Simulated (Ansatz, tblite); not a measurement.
Removing and adding an electron: [Cu(N2)2]+ (CuN₄⁺). Charge 1, multiplicity 1. Geometry: PBE-D4/def2-SVP. Ansatz, gas phase; energy differences of separate SCF runs; the oxidised species was run as a doublet alone; the reduced species was run as a doublet alone.

Cartesian coordinates in Å:
```
Cu 0.0026 0.0019 0.0008
N 1.0230 -1.5481 0.2506
N 1.6303 -2.4693 0.3996
N -1.0232 1.5480 -0.2502
N -1.6327 2.4675 -0.4007
```

The xTB rows come from tblite.

(1) Estimate orbital energies and vertical ionisation energies and electron affinities at: GFN1-xTB; GFN2-xTB; PBE-D4/def2-TZVP; r2SCAN-D4/def2-TZVP; PBE0-D4/def2-TZVP.

Answers

(1) 
```json
{"level": "GFN1-xTB", "−HOMO (eV)": "16.91", "vertical IE (eV)": "20.08", "−LUMO (eV)": "14.84", "vertical EA (eV)": "11.72", "HOMO–LUMO gap (eV)": "2.07", "IE − EA (eV)": "8.36"}
{"level": "GFN2-xTB", "−HOMO (eV)": "16.68", "vertical IE (eV)": "20.72", "−LUMO (eV)": "14.74", "vertical EA (eV)": "11.48", "HOMO–LUMO gap (eV)": "1.94", "IE − EA (eV)": "9.24"}
{"level": "PBE-D4/def2-TZVP", "−HOMO (eV)": "13.04", "vertical IE (eV)": "17.38", "−LUMO (eV)": "8.80", "vertical EA (eV)": "5.85", "HOMO–LUMO gap (eV)": "4.23", "IE − EA (eV)": "11.53"}
{"level": "r2SCAN-D4/def2-TZVP", "−HOMO (eV)": "13.09", "vertical IE (eV)": "17.19", "−LUMO (eV)": "8.59", "vertical EA (eV)": "5.81", "HOMO–LUMO gap (eV)": "4.50", "IE − EA (eV)": "11.39"}
{"level": "PBE0-D4/def2-TZVP", "−HOMO (eV)": "14.59", "vertical IE (eV)": "17.04", "−LUMO (eV)": "7.52", "vertical EA (eV)": "5.47", "HOMO–LUMO gap (eV)": "7.07", "IE − EA (eV)": "11.56"}
```

 Raw xTB energy differences between charge states are shifted by several eV; the methods need an empirical correction for them.
